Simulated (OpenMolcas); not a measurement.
**Ba I: effect of the basis set**

* Program: OpenMolcas 26.06
* Method: CASSCF
* Active space: 2 electrons in 4 orbitals (6s 6p)
* State averaging: 2S+1 = 3 even, 3 roots; 2S+1 = 1 even, 6 roots; 2S+1 = 3 odd, 3 roots; 2S+1 = 1 odd, 3 roots
* Spin-orbit coupling: state interaction with AMFI integrals over the reference wave functions, term energies averaged over their components

A. ANO-RCC-MB [6s5p2d], DKH2, point nucleus; cost about 10 core-seconds
B. ANO-RCC-VDZP [7s6p3d1f], DKH2, point nucleus; cost roughly 8 core-seconds
C. ANO-RCC-VTZP [8s7p4d2f1g], X2C, point nucleus; cost roughly 11 core-seconds
D. ANO-RCC-VTZP [8s7p4d2f1g], DKH2, point nucleus; cost of the order of 19 core-seconds
E. ANO-RCC-VQZP [9s8p5d3f2g], DKH2, point nucleus; cost roughly 29 core-seconds

Energies in cm-1 above 6s2 1S0, the measured ground level; measured values from NIST Handbook of Basic Atomic Spectroscopic Data.

```
      Level      A      B      C      D      E  Measured
    6s2 1S0    0.0    0.0    0.0    0.0    0.0       0.0
6s 6p 3P* 0  10482  10113  10244  10234  10162     12266
6s 6p 3P* 1  10731  10392  10508  10499  10451     12637
6s 6p 3P* 2  11257  10962  11050  11041  11039     13515
6s 6p 1P* 1  24731  23269  22851  22847  22360     18060
    6p2 3P0  30406  30207  30224  30200  30095          
    6p2 3P1  30653  30464  30466  30442  30356          
    6p2 3P2  31114  30945  30921  30897  30847          
    6p2 1D2  34836  34670  34823  34799  34804
```

Deviations, from unrounded energies. A percentage is the sum of absolute deviations over the sum of measured energies, with the sign that they share, or ± where signs differ.

| Against measurement | Levels | A | B | C | D | E |
| --- | --- | --- | --- | --- | --- | --- |
| mean absolute deviation (cm-1) | 4 | 3200 | 3000 | 2900 | 2900 | 2800 |
| other configurations (%) | 4 | ±22.3 | ±21.5 | ±20.2 | ±20.2 | ±19.6 |

C, D, E lie about equally close to measurement and A furthest from it. The largest miss of E in the table is 6s 6p 1P* 1, by +4300 cm-1. The ranking rests on the paired levels alone, and a cruder setting can come out closer through cancelling errors.

Among A to E the level of the table that moves most is 6s 6p 1P* 1, by 2400 cm-1 (lowest in E, highest in A).

The ¹D term of p² mixes with s d, which this space lacks. Measured partners are found by configuration, term and J. A level has none where our copy of the source lacks it or the pairing is in doubt (some pairs that miss far off the trend of their configuration count as doubtful), and it then counts in no deviation. Levels of configurations outside the active space are missing.

* marks odd parity.
